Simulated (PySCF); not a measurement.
Gas-phase reaction: SnH₃Cl + HCl → SnH₄ + 2 Cl

Energies from PySCF, thermal terms from the rigid-rotor harmonic-oscillator model, ideal gas at 1 bar. † marks an energy on the PBE0/def2-TZVP geometry and frequencies; other levels use their own. MP2 and CCSD(T) freeze the core. Open shells (unrestricted): Cl (multiplicity 2); the rest are closed-shell singlets. Spin-orbit splitting is ignored; it lowers the true energy and changes the entropy of Cl. Sn: scalar-relativistic def2 core potential, no spin-orbit coupling. SnH₃Cl: computed as isolated molecules; such fragments, hydroxides, amides, oligomers or adducts are transient or little studied in the gas. MP2 isn't extrapolated to the basis-set limit. CCSD(T) isn't extrapolated to the basis-set limit.

```
level               ΔH°(298 K), kJ
------------------  --------------
CCSD(T)/def2-SVP†       (withheld)
HF/def2-TZVP†                  355
M06-2X/def2-TZVP†       (withheld)
MP2/def2-SVP†           (withheld)
PBE/def2-SVP                   502
PBE/def2-TZVP†          (withheld)
PBE0/def2-TZVP                 500
r2SCAN/def2-TZVP†              505
LDA/def2-TZVP†                 582
ωB97M-V/def2-TZVP†             505
```

**Question.** Complete the blanks.

**Answer.** 
- CCSD(T)/def2-SVP†, ΔH°(298 K), kJ: 443
- M06-2X/def2-TZVP†, ΔH°(298 K), kJ: 516
- MP2/def2-SVP†, ΔH°(298 K), kJ: 467
- PBE/def2-TZVP†, ΔH°(298 K), kJ: 512
